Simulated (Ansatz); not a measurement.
Input for Ansatz (a quantum-chemistry and plane-wave program): U-wB97X-V/def2-TZVPP on GeSe+, 2S+1 = 2, a spin state set in the input, which need not be the lowest, a point of a bond scan (R = 2.302 Å). Charge +1.

Ansatz 0.2 input:
```yaml
crystal:
  periodic: [false, false, false]
  atoms:
    - {symbol: Ge, position_ang: [0.00000000, 0.00000000, 0.00000000]}
    - {symbol: Se, position_ang: [0.00000000, 0.00000000, 2.30214300]}
basis:
  gaussian:
    orbitals: def2-TZVPP
    pivot_positions_ang: [[0.00000000, 0.00000000, 0.00000000], [0.00000000, 0.00000000, 2.30214300]]
hamiltonian:
  xc: {name: wB97X-V}
total_charge: 1
magnetization: {spin_polarized: true, initial_magnetization: 1}
output: {forces: true, orbitals: {seedname: ./end}}
```

The log:

```
WARN ansatz: RAYON_NUM_THREADS=1 ignored (pool sized by the plan → 1); use --threads N
Functional definition: wB97X-V
integrals: 0.04 GiB planned
673 factors; integrals over basis functions are off by at most 2.8e-4 eV
integrals: 0.09 GiB planned
149 factors; integrals over basis functions are off by at most 2.8e-5 eV
mean field: 0.78 GiB planned
mean field evaluation 1: about -121841.5898 eV, gradient 2.6e1 eV
mean field evaluation 2: about -121828.0182 eV, gradient 5.7e1 eV
mean field evaluation 4: about -121846.9630 eV, gradient 1.3e0 eV
mean field evaluation 8: about -121846.9984 eV, gradient 1.2e-1 eV
mean field evaluation 16: about -121846.9991 eV, gradient 2.0e-3 eV
mean field evaluation 32: about -121847.7799 eV, gradient 1.1e-1 eV
mean field -121847.78002987 eV, -4477.8233247061 hartree, gradient 1.7e-5 eV, S^2 0.754339; 4 other end points of the search recorded, 0 dependent functions left out
the calculation of the forces begins
reference -121847.78002888 eV, -4477.8233246698 hartree; 33, 32 occupied and 63, 64 virtual orbitals, 673 factors
Total energy: -121847.78002888 eV, -4477.8233246698 hartree
Atom 0 at     0.000000     0.000000     0.000000 Å, force    -0.000000     0.000000     0.472508 eV/Å
Atom 1 at     0.000000     0.000000     2.302143 Å, force    -0.000000    -0.000000    -0.472508 eV/Å
Dipole moment:    -0.000000     0.000000    -0.550143 e Å
```

Self-consistency was reached.

Cost: roughly 22 core-seconds.
